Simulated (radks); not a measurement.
Problem. Valence configurations of neutral mercury. Calculated with a radial shooting solver on a logarithmic mesh with Libxc functionals: scalar-relativistic Kohn-Sham, LDA (Slater exchange, Perdew-Wang correlation), spin-polarised, spherical densities, point nucleus; open shells are filled with parallel spins first (spin-orbit coupling, left out, can overturn this in heavy ions). Order these by energy: [Xe] 4f14 5d9 6s2 6p1; [Hg]; [Xe] 4f14 5d8.5 6s2 6p1.5; [Xe] 4f13.5 5d9 6s2 6p1.5; [Xe] 4f14 5d10 6s1 6p1; [Xe] 4f13 5d9.5 6s2 6p1.5; [Xe] 4f13 5d10 6s2 6p1.

Solution. From the lowest, in eV above it: [Hg] 0.000; [Xe] 4f14 5d10 6s1 6p1 5.682; [Xe] 4f14 5d9 6s2 6p1 10.050; [Xe] 4f14 5d8.5 6s2 6p1.5 15.959; [Xe] 4f13.5 5d9 6s2 6p1.5 61.507; [Xe] 4f13 5d10 6s2 6p1 102.85; [Xe] 4f13 5d9.5 6s2 6p1.5 109.57. NIST lists [Hg] as the ground configuration; this level of theory agrees among the configurations tried. The energies are those of spherical high-spin densities, not of single terms.
